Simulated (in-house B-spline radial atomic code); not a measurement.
Results of a calculation; reference values are marked as such.
## Ru in an electron gas of r_s = 1.5: phase shifts, screening and friction

A nucleus sits in a uniform electron gas with a rigid positive background. The Kohn-Sham equations are solved self-consistently in the spin-unpolarised LDA (PW92), non-relativistic, on B-splines with outgoing waves at the boundary and partial waves to l = 8. The model has no lattice, no bands and no magnetic solution. Atomic units; δ_l are the phase shifts at the Fermi level, counted so that each bound state adds π, and good to about 0.0005.

The density parameter is r_s = 1.5 bohr.

| l | δ_l (rad) |
| --- | --- |
| 0 | 11.4909 |
| 1 | 9.0674 |
| 2 | 5.6158 |
| 3 | 0.2379 |
| 4 | 0.0511 |
| 5 | 0.0129 |
| 6 | 0.0035 |
| 7 | 0.0008 |
| 8 | 0.0002 |

Bound levels below the band bottom (hartree): s -18.54, p -15.32, d -9.358, s -1.938, p -1.002 and deeper ones.

Check the Friedel sum rule, and say where the screening charge sits.

k_F = (9π/4)^(1/3)/r_s = 1.27944. The rule is Z = (2/π) Σ (2l + 1) δ_l. The terms are s 7.315, p 17.317, d 17.876, f 1.060 and 0.422 beyond, in all 43.990 against Z = 44. Bound states hold 8 s, 18 p, 10 d electrons, so the scattering states carry 7.99 in all; where a term is smaller than its bound count, the bound level has drawn weight out of the band.

Find the transport cross section and the electronic stopping of a 1 keV Ru ion (mass 101.07 u).

σ_tr = (4π/k_F²) Σ (l + 1) sin²(δ_l − δ_(l+1)). The terms for l = 0 to 3 are 0.4329, 0.1861, 1.8562, 0.1380, all together 2.6211, so σ_tr = 7.677 × 2.6211 = 20.121 bohr². With n = 3/(4π r_s³) = 0.07074, the friction coefficient is Q = n k_F σ_tr = 1.8210. For v well below v_F = 1.279, dE/dx = Q v; with 24801 eV per u at v = 1, v = √(1000/(24801 × 101.07)) = 0.0200, so dE/dx = 0.03637 hartree/bohr = 18.7 eV/nm. The largest term couples the d and f waves.
